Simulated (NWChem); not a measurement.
System: C6H6N, doublet; SMILES Nc1[c]cccc1

Here is an NWChem input.

```
start job
memory heap 200 mb stack 900 mb global 1100 mb
geometry units angstroms noautosym nocenter noautoz
  N     -0.101079    -2.358260    -0.057827
  C     -0.056307    -0.980480    -0.007399
  C     -1.196912    -0.185101    -0.005653
  C     -1.237560     1.185324    -0.005176
  C     -0.012033     1.869614    -0.006425
  C      1.170908     1.130582    -0.006229
  C      1.158413    -0.263284    -0.006397
  H     -0.970835    -2.782659     0.235688
  H      0.719533    -2.845198     0.277428
  H     -2.186544     1.729890    -0.002313
  H      0.010057     2.961905    -0.006377
  H      2.133030     1.649120    -0.005065
  H      2.101910    -0.818768    -0.010332
end
basis spherical
  N library pcj-1
  C library pcj-1
  H library pcj-1
end
dft
  odft
  mult 2
  xc xctpssh
  iterations 150
  semidirect filesize 400000000
end
property
  hyperfine
end
task dft property
```

Output (shortened):

```
             Northwest Computational Chemistry Package (NWChem) 7.3.0
             --------------------------------------------------------

                             Geometry "geometry" -> ""
                             -------------------------

 Output coordinates in angstroms (scale by  1.889725989 to convert to a.u.)

  No.       Tag          Charge          X              Y              Z
 ---- ---------------- ---------- -------------- -------------- --------------
    1 N                    7.0000    -0.10107900    -2.35826000    -0.05782700
    2 C                    6.0000    -0.05630700    -0.98048000    -0.00739900
    3 C                    6.0000    -1.19691200    -0.18510100    -0.00565300
    4 C                    6.0000    -1.23756000     1.18532400    -0.00517600
    5 C                    6.0000    -0.01203300     1.86961400    -0.00642500
    6 C                    6.0000     1.17090800     1.13058200    -0.00622900
    7 C                    6.0000     1.15841300    -0.26328400    -0.00639700
    8 H                    1.0000    -0.97083500    -2.78265900     0.23568800
    9 H                    1.0000     0.71953300    -2.84519800     0.27742800
   10 H                    1.0000    -2.18654400     1.72989000    -0.00231300
   11 H                    1.0000     0.01005700     2.96190500    -0.00637700
   12 H                    1.0000     2.13303000     1.64912000    -0.00506500
   13 H                    1.0000     2.10191000    -0.81876800    -0.01033200

 Effective nuclear repulsion energy (a.u.)     260.5953477601

                              NWChem Property Module
                              ----------------------

  itol2e modified to match energy
  convergence criterion.

                                 NWChem DFT Module
                                 -----------------

 Summary of "ao basis" -> "ao basis" (spherical)
 ------------------------------------------------------------------------------
       Tag                 Description            Shells   Functions and Types
 ---------------- ------------------------------  ------  ---------------------
 N                           pcj-1                  11       27   5s4p2d
 C                           pcj-1                  11       27   5s4p2d
 H                           pcj-1                   6       10   4s2p

  itol2e modified to match energy
  convergence criterion.

            General Information
            -------------------
          SCF calculation type: DFT
          Wavefunction type:  spin polarized.
          No. of atoms     :    13
          No. of electrons :    49
           Alpha electrons :    25
            Beta electrons :    24
          Charge           :     0
          Spin multiplicity:     2
          Use of symmetry is: off; symmetry adaption is: off
          Maximum number of iterations: 150
          AO basis - number of functions:   249
                     number of shells:   113
          Convergence on energy requested:  1.00D-07
          Convergence on density requested:  1.00D-05
          Convergence on gradient requested:  5.00D-04

              XC Information
              --------------
                  TPSS hybrid Method XC Functional
                     Hartree-Fock (Exact) Exchange  0.100
                  TPSS metaGGA Exchange Functional  0.900
             TPSS03 metaGGA Correlation Functional  1.000

             Grid Information
             ----------------
          Grid used for XC integration:  fine
          Radial quadrature: Mura-Knowles
          Angular quadrature: Lebedev.
          Tag              B.-S. Rad. Rad. Pts. Rad. Cut. Ang. Pts.
          ---              ---------- --------- --------- ---------
          N                   0.65       70          13.0       590
          C                   0.70       70          13.0       590
          H                   0.35       60          14.0       590
          Grid pruning is: on
          Number of quadrature shells:   850
          Spatial weights used:  Erf1

      Superposition of Atomic Density Guess
      -------------------------------------

 Sum of atomic energies:        -283.23539083

      Non-variational initial energy
      ------------------------------

 Total energy =    -287.994410
 1-e energy   =    -895.766509
 2-e energy   =     347.176751
 HOMO         =      -0.186854
 LUMO         =      -0.005282

------------------------------------------------------------
EAF file 0: "./job.aoints.0" size=385875968 bytes
------------------------------------------------------------
               write      read    awrite     aread      wait
               -----      ----    ------     -----      ----
     calls:      736         0         0         0         0
   data(b): 3.86e+08  0.00e+00  0.00e+00  0.00e+00
   time(s): 0.00e+00  0.00e+00  0.00e+00  0.00e+00  0.00e+00
rate(mb/s): 0.00e+00  0.00e+00
------------------------------------------------------------

[...]

          ----------------------
          Hyperfine Interactions
          ----------------------

 Total Spin Density (Fermi Contact Term)
 ------------------ --------------------
     Atom            x         y         z       Density (a.u.)      Aiso(MHz)     Aiso(Gauss)
     1  14-N     -0.19101  -4.45647  -0.10928       0.021935          7.087331       2.528932
     2  13-C     -0.10640  -1.85284  -0.01398       0.000337          0.379220       0.135315
     3  13-C     -2.26184  -0.34979  -0.01068       0.317694        357.148529     127.439261
     4  13-C     -2.33865   2.23994  -0.00978       0.000790          0.887748       0.316770
     5  13-C     -0.02274   3.53306  -0.01214       0.041974         47.187016      16.837472
     6  13-C      2.21270   2.13649  -0.01177      -0.005115         -5.750284      -2.051841
     7  13-C      2.18908  -0.49753  -0.01209       0.029778         33.475626      11.944915
     8   1-H     -1.83461  -5.25846   0.44539      -0.000012         -0.055738      -0.019889
     9   1-H      1.35972  -5.37664   0.52426      -0.000621         -2.775875      -0.990499
    10   1-H     -4.13197   3.26902  -0.00437       0.013200         59.003426      21.053854
    11   1-H      0.01900   5.59719  -0.01205       0.003617         16.165996       5.768420
    12   1-H      4.03084   3.11638  -0.00957       0.001029          4.599822       1.641328
    13   1-H      3.97203  -1.54725  -0.01952       0.006839         30.567631      10.907272

           -------------------------------------------
           Anisotropic Interaction (Spin-Dipolar Term)
           -------------------------------------------

 ------------------------------------------------------------
     Atom            x         y         z
 ------------------------------------------------------------
     1  14-N     -0.19101  -4.45647  -0.10928

   Spin-Dipolar term (a.u.)
        xx             yy             zz             xy             xz             yz
 ------------------------------------------------------------------------------------------
       0.003538       0.035032      -0.038570      -0.023653      -0.003704       0.002488

   Principal Comp. of -hf- tensor (au)            Anisotropic -hfcc- (MHz)               Anisotropic -hfcc- (Gauss)
 --------------------------------------------------------------------------------------------------------------------------
     -0.008984     0.047880    -0.038896      -0.346505     1.846635    -1.500130      -0.123641     0.658924    -0.535283

   Orientation of the principal axis of Hyperfine Tensor w.r.t absolute (molecular) frame
 --------------------------------------------------------------------------------------------------------------------------
      0.877065    -0.473126     0.083118
      0.475267     0.879814    -0.006940
     -0.069845     0.045590     0.996516

 ------------------------------------------------------------
     Atom            x         y         z
 ------------------------------------------------------------
     2  13-C     -0.10640  -1.85284  -0.01398

   Spin-Dipolar term (a.u.)
        xx             yy             zz             xy             xz             yz
 ------------------------------------------------------------------------------------------
       0.105636       0.003285      -0.108921      -0.066206      -0.002003      -0.000602

   Principal Comp. of -hf- tensor (au)            Anisotropic -hfcc- (MHz)               Anisotropic -hfcc- (Gauss)
 --------------------------------------------------------------------------------------------------------------------------
      0.138149    -0.029192    -0.108956      18.538224    -3.917351   -14.620873       6.614888    -1.397806    -5.217082

   Orientation of the principal axis of Hyperfine Tensor w.r.t absolute (molecular) frame
 --------------------------------------------------------------------------------------------------------------------------
      0.897662     0.440480     0.013432
     -0.440642     0.897585     0.013288
     -0.006204    -0.017847     0.999821

 ------------------------------------------------------------
     Atom            x         y         z
 ------------------------------------------------------------
     3  13-C     -2.26184  -0.34979  -0.01068

   Spin-Dipolar term (a.u.)
        xx             yy             zz             xy             xz             yz
 ------------------------------------------------------------------------------------------
       0.669708      -0.237241      -0.432467       0.673957      -0.008606      -0.005154

   Principal Comp. of -hf- tensor (au)            Anisotropic -hfcc- (MHz)               Anisotropic -hfcc- (Gauss)
 --------------------------------------------------------------------------------------------------------------------------
      1.028618    -0.596084    -0.432534     138.030707   -79.988783   -58.041924      49.252706   -28.541939   -20.710767

   Orientation of the principal axis of Hyperfine Tensor w.r.t absolute (molecular) frame
 --------------------------------------------------------------------------------------------------------------------------
      0.882658    -0.469955     0.007501
      0.469965     0.882685     0.000501
     -0.006857     0.003084     0.999972

 ------------------------------------------------------------
     Atom            x         y         z
 ------------------------------------------------------------
     4  13-C     -2.33865   2.23994  -0.00978

   Spin-Dipolar term (a.u.)
        xx             yy             zz             xy             xz             yz
 ------------------------------------------------------------------------------------------
       0.001269       0.107959      -0.109227       0.034737      -0.000491      -0.000707

   Principal Comp. of -hf- tensor (au)            Anisotropic -hfcc- (MHz)               Anisotropic -hfcc- (Gauss)
 --------------------------------------------------------------------------------------------------------------------------
     -0.009044     0.118275    -0.109231      -1.213557    15.871319   -14.657762      -0.433027     5.663272    -5.230245

   Orientation of the principal axis of Hyperfine Tensor w.r.t absolute (molecular) frame
 --------------------------------------------------------------------------------------------------------------------------
      0.958636     0.284613     0.003596
     -0.284623     0.958636     0.002681
     -0.002684    -0.003594     0.999990

 ------------------------------------------------------------
     Atom            x         y         z
 ------------------------------------------------------------
     5  13-C     -0.02274   3.53306  -0.01214

   Spin-Dipolar term (a.u.)
        xx             yy             zz             xy             xz             yz
 ------------------------------------------------------------------------------------------
       0.032612      -0.018934      -0.013678       0.050649       0.002034       0.000983

   Principal Comp. of -hf- tensor (au)            Anisotropic -hfcc- (MHz)               Anisotropic -hfcc- (Gauss)
 --------------------------------------------------------------------------------------------------------------------------
      0.063734    -0.049992    -0.013742       8.552481    -6.708400    -1.844081       3.051733    -2.393720    -0.658013

   Orientation of the principal axis of Hyperfine Tensor w.r.t absolute (molecular) frame
 --------------------------------------------------------------------------------------------------------------------------
      0.852172    -0.522820    -0.021502
      0.522456     0.852421    -0.020464
      0.029028     0.006205     0.999559

 ------------------------------------------------------------
     Atom            x         y         z
 ------------------------------------------------------------
     6  13-C      2.21270   2.13649  -0.01177

   Spin-Dipolar term (a.u.)
        xx             yy             zz             xy             xz             yz
 ------------------------------------------------------------------------------------------
       0.030286       0.023002      -0.053289       0.005694       0.000133       0.000022

   Principal Comp. of -hf- tensor (au)            Anisotropic -hfcc- (MHz)               Anisotropic -hfcc- (Gauss)
 --------------------------------------------------------------------------------------------------------------------------
      0.033404     0.019885    -0.053289       4.482466     2.668419    -7.150885       1.599453     0.952157    -2.551609

   Orientation of the principal axis of Hyperfine Tensor w.r.t absolute (molecular) frame
 --------------------------------------------------------------------------------------------------------------------------
      0.877162    -0.480192    -0.001575
      0.480193     0.877163    -0.000166
      0.001462    -0.000610     0.999999

 ------------------------------------------------------------
     Atom            x         y         z
 ------------------------------------------------------------
     7  13-C      2.18908  -0.49753  -0.01209

   Spin-Dipolar term (a.u.)
        xx             yy             zz             xy             xz             yz
 ------------------------------------------------------------------------------------------
       0.037968      -0.026197      -0.011771       0.033179      -0.001685      -0.000807

[...]
```

Level: TPSSh/pcJ-1, spin-unrestricted, contact and dipolar terms. The geometry was optimised at PBE0/def2-SVP, spin-unrestricted. No frequency run checked for a minimum. No stability test was run on the SCF state.
